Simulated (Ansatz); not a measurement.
C2H (SMILES [C]#C), doublet, at a GFN2-xTB geometry; CAM-B3LYP/def2-SV(P) (Ansatz, a program for electronic structure).

Here is a job for Ansatz.
Ansatz 0.2 input:
```yaml
crystal:
  periodic: [false, false, false]
  atoms:
    - {symbol: C, position_ang: [-0.00000000, -0.00000000, -0.72327392]}
    - {symbol: C, position_ang: [0.00000000, 0.00000000, 0.46866225]}
    - {symbol: H, position_ang: [0.00000000, 0.00000000, 1.52766999]}
basis:
  gaussian:
    orbitals: def2-SV_P_.json
    final_grid: {core_spheres: 10, valence_spheres: 20, degree: 41}
hamiltonian:
  xc: cam_b3lyp
magnetization: {spin_polarized: true, initial_magnetization: 1}
```
The basis file holds def2-SV(P) in the JSON format of the Basis Set Exchange.

Output, abridged:

```
Functional definition: CAM-B3LYP
324 factors; integrals over basis functions are off by at most 6.7e-4 eV
78 factors; integrals over basis functions are off by at most 6.3e-5 eV
mean field evaluation 1: about -2079.5593 eV, gradient 2.0e1 eV
mean field evaluation 2: about -2079.8332 eV, gradient 1.9e1 eV
mean field evaluation 4: about -2081.5835 eV, gradient 8.1e-1 eV
mean field evaluation 8: about -2081.6006 eV, gradient 5.5e-2 eV
mean field evaluation 16: about -2081.6008 eV, gradient 9.3e-6 eV
mean field -2081.60076074 eV, -76.4974169975 hartree, gradient 9.3e-6 eV, S^2 0.776997; 1 other end points of the search recorded, 0 dependent functions left out
reference -2081.60083266 eV, -76.4974196406 hartree; 7, 6 occupied and 23, 24 virtual orbitals, 324 factors
Total energy: -2081.60083266 eV, -76.4974196406 hartree
```
